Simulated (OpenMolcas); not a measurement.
**S²⁺: the spin-orbit constant, Slater's ratio, worked from levels**

```json
{
 "Program": "OpenMolcas 26.06",
 "Basis": "ANO-RCC-VTZP [5s4p2d1f]",
 "Scalar Hamiltonian": "DKH2, point nucleus",
 "Active space": "4 electrons in 8 orbitals (3s 3p 4s 4p)",
 "State averaging": "2S+1 = 3 even, 3 roots; 2S+1 = 1 even, 9 roots; 2S+1 = 5 odd, 1 root; 2S+1 = 3 odd, 9 roots; 2S+1 = 1 odd, 8 roots",
 "Spin-orbit coupling": "RASSI with atomic mean-field integrals over the reference wave functions, term energies averaged over their components"
}
```

Methods: CASSCF; SS-CASPT2, IPEA 0.25 Eh, imaginary shift 0.1 Eh (closed shells correlated: 2s 2p). Measured levels: NIST levels in Podobedova, Kelleher and Wiese, J. Phys. Chem. Ref. Data 38, 171 (2009).

**The spin-orbit constant.** For the Hund term 3P of p2, E(J) = (A/2) J(J+1) + constant and ζ = 2S·A = 2A. From J = 0 to J = 2 the energy changes by 3 A.

```json
{"Source": "CASSCF", "E(2) - E(0)": "739.6", "A": "246.5", "ζ": "493"}
{"Source": "SS-CASPT2", "E(2) - E(0)": "736.8", "A": "245.6", "ζ": "491"}
{"Source": "measured", "E(2) - E(0)": "833.1", "A": "277.7", "ζ": "555"}
```

All in cm-1. SS-CASPT2 is off by -11.6 % and CASSCF by -11.2 %. Both methods take the spin-orbit matrix elements from the reference wave functions, so the second can move ζ only through the term energies and any multistate remixing. Second-order mixing with other terms is absorbed into this ζ.

**Slater's ratio.** With one set of orbitals, p2 has 1D - 3P = 6 F2 and 1S - 1D = 9 F2 (F2 = F²/25), a ratio of 3/2. Term energies are centres of gravity, weighted by 2J + 1.

```
   Source  1D - 3P  1S - 3P  F2 from the first  Ratio
   CASSCF    14922    26198               2487  0.756
SS-CASPT2    11115    26004               1852  1.340
 measured    10760    26599               1793  1.472
```

Energies in cm-1. A ratio away from 3/2 shows effects beyond one configuration with one set of orbitals, and in heavier atoms second-order spin-orbit shifts. In CASSCF the valence s occupation is 1.90 in 1S against 1.97 in 1D: mixing out of s² acts most on 1S and pulls it down.

CASPT2 breaks the degeneracy within a term, and the mean is taken; among the terms shown or strongly mixed into the levels shown the widest spread is 36 cm-1 (3s2 3p2 1D, SS-CASPT2). Over all roots computed the reference weight is 0.84 to 0.99 in SS-CASPT2; the roots of lowest weight are the least certain, and an intruder state may touch them. The run also gave levels led by 3s2 3p 4p, which use shells meant for correlation; these and all levels above them are left out. Measured partners are found by configuration, term and J. A level has none where our copy of the source lacks it or the pairing is in doubt (some pairs that miss far off the trend of their configuration count as doubtful), and it then counts in no deviation. Levels of configurations outside the active space are missing.
